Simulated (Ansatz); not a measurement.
Input and output for C$_{2}$H$_{5}$AlO, SMILES `C=[CH][AlH][OH]`.

```yaml
crystal:
  periodic: [false, false, false]
  atoms:
    - {symbol: C, position_ang: [0.318216, 1.290304, -0.964978]}
    - {symbol: C, position_ang: [0.618442, -0.007279, -0.866258]}
    - {symbol: Al, position_ang: [-0.090658, -1.080788, 0.576364]}
    - {symbol: O, position_ang: [-1.093560, -0.245953, 1.665220]}
    - {symbol: H, position_ang: [0.700101, 1.923609, -1.764149]}
    - {symbol: H, position_ang: [-0.329768, 1.782549, -0.243684]}
    - {symbol: H, position_ang: [1.274971, -0.421310, -1.631961]}
    - {symbol: H, position_ang: [0.196282, -2.625434, 0.792556]}
    - {symbol: H, position_ang: [-1.505525, -0.662099, 2.419789]}
basis:
  gaussian: {orbitals: "6-31++G**", final_grid: {core_spheres: 8, valence_spheres: 7, degree: 23}}
hamiltonian: {xc: {name: B3LYP}}
output: {forces: true}
```

```sh
$ ansatz run in.yaml --threads 2 --pin off --events-out ev --progress --plain --max-ram 4352MiB
```

Output, abridged:

```
Functional definition: B3LYP
971 factors; integrals over basis functions are off by at most 1.2e-3 eV
mean field evaluation 1: about -10786.6948 eV, gradient 8.1e1 eV
mean field evaluation 2: about -10752.0742 eV, gradient 1.5e2 eV
mean field evaluation 4: about -10800.3950 eV, gradient 1.1e1 eV
mean field evaluation 8: about -10800.7696 eV, gradient 1.3e0 eV
mean field evaluation 16: about -10800.7740 eV, gradient 2.9e-5 eV
mean field -10800.77395921 eV, -396.9211219734 hartree, gradient 2.9e-5 eV, S^2 0.000000; 0 other end points of the search recorded, 0 dependent functions left out
reference -10800.77429902 eV, -396.9211344613 hartree; 19, 19 occupied and 91, 91 virtual orbitals, 971 factors
Total energy: -10800.77429902 eV, -396.9211344613 hartree
Atom 0 at     0.318216     1.290304    -0.964978 Å, force    -0.117813     0.551798    -0.057096 eV/Å
Atom 1 at     0.618442    -0.007279    -0.866258 Å, force     0.130541    -0.498712     0.015732 eV/Å
Atom 2 at    -0.090658    -1.080788     0.576364 Å, force     0.385639    -0.440868    -0.370817 eV/Å
Atom 3 at    -1.093560    -0.245953     1.665220 Å, force    -0.247202     0.367994     0.203039 eV/Å
Atom 4 at     0.700101     1.923609    -1.764149 Å, force     0.019146     0.066933    -0.054562 eV/Å
Atom 5 at    -0.329768     1.782549    -0.243684 Å, force    -0.033060     0.056748     0.025326 eV/Å
Atom 6 at     1.274971    -0.421310    -1.631961 Å, force     0.051730    -0.040894    -0.056027 eV/Å
Atom 7 at     0.196282    -2.625434     0.792556 Å, force    -0.008882     0.008312     0.009589 eV/Å
Atom 8 at    -1.505525    -0.662099     2.419789 Å, force    -0.180099    -0.071310     0.284815 eV/Å
Dipole moment:     0.000975    -0.115919     0.045615 e Å
```

It took 7.5 s on 2 threads of an AMD EPYC on a shared host, with 0.19 GiB of host memory at the peak.
